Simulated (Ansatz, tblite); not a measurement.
Dissociation curve of SMILES C[C](C)(C)[GeH3]. The C1–Ge14 bond (C1 also carries C, C, C; Ge14 carries H, H, H) is stretched with both fragments frozen at the PBE0/def2-SVP optimised geometry.

Computed with: GFN2-xTB, 300 K electronic temperature (tblite); UKS-PBE0 = unrestricted PBE0/def2-SVP (Ansatz, a first-principles code).

Energies relative to the lowest point of each curve near equilibrium, in eV; the last columns give the difference from UKS-PBE0:

```csv
R / Å,GFN2-xTB,UKS-PBE0,GFN2-xTB − UKS-PBE0
1.63,2.065,1.716,0.349
1.74,0.805,0.675,0.130
1.85,0.224,0.171,0.053
1.91,0.076,0.048,0.029
1.98,0.004,0.000,0.004
2.03,0.000,0.014,-0.014
2.10,0.045,0.085,-0.040
2.25,0.273,0.369,-0.096
2.41,0.624,0.775,-0.152
2.61,1.121,1.326,-0.205
2.87,1.773,2.012,-0.239
3.28,2.613,2.790,-0.177
3.68,3.159,3.088,0.071
4.17,3.528,3.222,0.306
4.82,3.704,3.277,0.427
5.73,3.744,3.295,0.449
```

GFN2-xTB is furthest from UKS-PBE0 at 5.73 (0.449 eV, above); its mean absolute difference over the points is 0.171 eV.

The unrestricted determinant behind UKS-PBE0 is spin-contaminated at 3.28 to 5.73 Å (<S²> up to 1.0, against 0.00 for a pure singlet).
